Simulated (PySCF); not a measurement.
Si(NMe2)(SiH3) (C2H9NSi2), SMILES CN([Si][SiH3])C (connectivity only; charge and spin as stated), neutral, multiplicity 1. Heavy atoms are numbered as in [Si:1]([N:2]([CH3:3])[CH3:4])[SiH3:11]. Hydrogens are named by the atom that carries them.

Geometry optimised at ωB97X-D3(BJ)/def2-SVP. Other conformers were not sampled.

Method: KT2/pcSseg-1 run with PySCF.

GIAO shieldings, no solvent; atoms alike by connectivity are averaged. δ = σ(ref) − σ: ²⁹Si against TMS (σ = 361.9 ppm); ¹⁵N against NH3 (σ = 266.2 ppm); ¹³C against TMS (σ = 185.1 ppm); ¹H against TMS (σ = 31.47 ppm), references at their B3LYP-D3(BJ)/def2-TZVP geometries, non-relativistic.

Computed chemical shifts:
```tsv
nucleus	atoms	count	δ (ppm)
²⁹Si	Si1	1	414.6
²⁹Si	Si11 (SiH3)	1	-122.3
¹⁵N	N2	1	222.0
¹³C	C3 (CH3)	2	56.9
¹H	H on C3	6	3.99
¹H	H on Si11	3	3.57
```
